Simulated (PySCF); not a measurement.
Ge(OH)3(NH2) (GeH₅NO₃), SMILES [NH2][Ge]([OH])([OH])[OH].

The structure is a stationary point at ωB97X-D3(BJ)/def2-SVP. This is a generated structure with no PubChem entry under its InChIKey; it may be hypothetical. One conformer was computed; it need not be the lowest.

Level of theory: PBE/def2-TZVP (PySCF).

Gas-phase values at a fixed geometry.

Computed frontier levels, gap, dipole moment and polarisability:
highest occupied level: -6.34 eV
lowest empty level: -0.93 eV
orbital gap: 5.40 eV
dipole moment: 0.159 e·Å
quadrupole, principal values (traceless, Buckingham form, about the centre of nuclear charge): -4.60, -1.91, 6.51 D·Å
mean static polarisability: 46.5 bohr³ (6.89 Å³)
polarisability, principal values: 44.0, 45.9, 49.7 bohr³
